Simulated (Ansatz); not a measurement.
Reaction (formal hydrolysis of a B–O bond): `[AlH2][BH]O[SiH3]` + H₂O → `O[BH][AlH2]` + silanol

Isolated molecules relaxed with PBE0-D4/def2-TZVP in Ansatz; ΔE leaves out vibrations. CBS: MP2 limit from def2 TZ/QZ plus the TZ coupled-cluster correction, frozen cores. This one scheme is used for every species. DFT in def2-TZVPP. B3LYP here is the variant with VWN-RPA as its local correlation; programs differ in this. HSE06 is defined as in plane-wave codes. One conformer a species, not always the lowest.

`[AlH2][BH]O[SiH3]`:

Cartesian coordinates in Å:
```
Al -1.046 -2.396 -0.011
B -0.657 -0.294 0.226
O 0.528 0.225 -0.185
Si 1.126 1.774 -0.143
H -1.733 -2.977 -1.329
H -0.693 -3.447 1.136
H -1.452 0.482 0.718
H 0.123 2.688 0.460
H 2.370 1.762 0.663
H 1.433 2.183 -1.535
```

H₂O:

Z-matrix (Å, degrees):
```
O
H 1 0.960
H 1 0.960 2 105.1
```

`O[BH][AlH2]`:

Z-matrix (Å, degrees):
```
B
Al 1 2.147
O 1 1.358 2 119.1
H 1 1.212 2 123.6 3 -180.0
H 2 1.595 1 121.6 3 91.6
H 2 1.595 1 121.6 3 -90.9
H 3 0.962 1 113.8 2 -180.0
```

`O[SiH3]`:

```xyz
6

O    -0.374   -0.496   -1.121
Si   -0.026    0.062    0.390
H     0.204   -0.234   -1.839
H     1.318   -0.388    0.846
H    -1.071   -0.494    1.279
H    -0.053    1.550    0.446
```

| level | ΔE (kJ/mol) | difference from CCSD(T)/CBS |
| --- | --- | --- |
| LDA (SPW92) | -9.3 | -8.6 |
| PBE-D4 | -7.0 | -6.3 |
| revPBE-D4 | -5.2 | -4.5 |
| r2SCAN-D4 | -7.0 | -6.3 |
| B97M-V | -7.2 | -6.5 |
| PBE0-D4 | -5.3 | -4.6 |
| B3LYP-D4 | -3.3 | -2.6 |
| r2SCANh-D4 | -6.3 | -5.6 |
| r2SCAN0-D4 | -5.5 | -4.8 |
| BHLYP-D4 | -1.8 | -1.1 |
| CAM-B3LYP-D4 | -5.1 | -4.4 |
| ωB97X-V | -6.2 | -5.5 |
| ωB97M-V | -6.1 | -5.4 |
| B2PLYP | -6.5 | -5.8 |
| PBE-QIDH | -5.4 | -4.7 |
| PBE | -10.3 | -9.6 |
| revPBE | -11.1 | -10.4 |
| BLYP | -10.2 | -9.5 |
| PBE0 | -8.3 | -7.6 |
| B3LYP | -8.5 | -7.8 |
| r2SCANh | -7.4 | -6.7 |
| r2SCAN0 | -6.7 | -6.0 |
| HSE06 | -8.3 | -7.6 |
| BHLYP | -6.6 | -5.9 |
| CAM-B3LYP | -8.4 | -7.7 |
| LC-ωPBE | -9.0 | -8.3 |
| RPA@PBE/def2-TZVPP | -4.1 | -3.4 |
| HF/def2-SVP | -6.8 | -6.1 |
| MP2/def2-SVP | -9.5 | -8.8 |
| CCSD/def2-SVP | -8.8 | -8.1 |
| CCSD(T)/def2-SVP | -8.8 | -8.1 |
| HF/def2-TZVPP | -4.7 | -4.0 |
| CCSD/def2-TZVPP | -3.6 | -2.9 |
| CCSD(T)/def2-TZVPP | -3.4 | -2.7 |
| HF/def2-QZVPP | -3.6 | -2.9 |
| MP2/def2-QZVPP | -1.4 | -0.7 |
| SCS-MP2/def2-QZVPP | -2.2 | -1.5 |
| HF/CBS(def2) | -3.4 | -2.7 |
| MP2/CBS(def2) | -0.6 | 0.1 |
| CCSD/CBS(def2) | -0.9 | -0.2 |
| CCSD(T)/CBS | -0.7 | 0 |

Problem. What do rigid-rotor, harmonic-oscillator terms from PBE0-D4/def2-TZVP frequencies (298.15 K, 1 bar) make of the CCSD(T)/CBS value? (Estimate.)

Solution. Computed: ΔZPE = +5.3 kJ/mol, ΔH = +0.9 kJ/mol, ΔS = 7 J/(mol·K), ΔG = -1.1 kJ/mol.

Largest T1 diagnostic among the species: 0.014.

At CCSD(T), def2-SVP lies −8.1 kJ/mol from the extrapolated value and def2-TZVPP −2.7 kJ/mol. From BLYP to BHLYP (50 % exact exchange), in def2-TZVPP and without D4, ΔE moves by +3.6 kJ/mol.
